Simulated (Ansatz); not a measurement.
Species: HgI2, net charge 1, doublet state. The spin state was set by rule; other spins were not relaxed. SMILES of the parent species: [I][Hg][I]
Geometry from a B3LYP-D3(BJ)/def2-TZVP (Ansatz, a program for electronic structure) optimisation:
```
Hg
I 1 2.6122
I 1 2.6122 2 180.00
```
Charge +1, spin multiplicity 2.

Parts of the frozen-core correlation energy in def2-TZVPP (Ansatz, hartree). Frozen orbitals: 22; correlated occupied orbitals by spin: 13 and 12; virtual: 124 and 125. UHF or UKS for open shells. Spin-orbit coupling is left out. In def2 rows, elements after Kr have scalar-relativistic effective core potentials.

```csv
term,value
reference (HF),-745.62207
MP2 opposite-spin,-0.45288
MP2 same-spin,-0.21238
CCSD correlation,-0.65961
(T),-0.02850
T1 diagnostic,0.030
largest doubles amplitude,0.069
<S^2> of the reference,0.761
```
